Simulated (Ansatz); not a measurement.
CH$_{5}$FGeOSi, SMILES `F[C@H]1O[Si@H]1[GeH3]`, relaxed with RKS PBE0-D4/def2-TZVP in Ansatz from a PBE-D4/def2-SVP geometry. The force threshold is 0.005 eV/Å; the program also tests the step.

The species carries charge 0 and has multiplicity 1.

Start:

```xyz
10

F     0.010   -2.290   -0.603
C     0.197   -1.741    0.640
O     1.367   -0.976    0.751
Si   -0.019    0.095    0.892
Ge   -0.315    1.468   -1.025
H     0.072   -2.529    1.414
H    -0.164    0.685    2.267
H    -0.402    0.547   -2.265
H     0.879    2.446   -1.181
H    -1.624    2.293   -0.890
```

```csv
step,energy (eV),largest force (eV/Å),largest move (Å)
1,-70263.9532,0.947,0.000
2,-70264.0019,0.609,0.039
3,-70264.0216,0.230,0.033
4,-70264.0240,0.183,0.034
5 (rejected),-70263.9992,0.655,0.074
6,-70264.0262,0.030,0.023
7,-70264.0263,0.020,0.005
8,-70264.0265,0.005,0.011
9,-70264.0265,0.009,0.009
10,-70264.0267,0.024,0.041
11,-70264.0268,0.022,0.029
12,-70264.0269,0.024,0.025
13,-70264.0270,0.014,0.005
14,-70264.0270,0.011,0.003
15,-70264.0270,0.007,0.000
16,-70264.0271,0.006,0.006
17,-70264.0271,0.003,0.006
```

End:

```xyz
10

F    -0.062   -2.326   -0.547
C     0.142   -1.738    0.664
O     1.352   -1.019    0.723
Si    0.069    0.079    0.847
Ge   -0.301    1.470   -1.034
H     0.031   -2.486    1.449
H    -0.075    0.694    2.191
H    -0.280    0.617   -2.305
H     0.790    2.549   -1.106
H    -1.666    2.159   -0.883
```

Hardware: 4 threads of a server CPU on a shared host. Wall time 77 s, peak host memory 0.63 GiB.
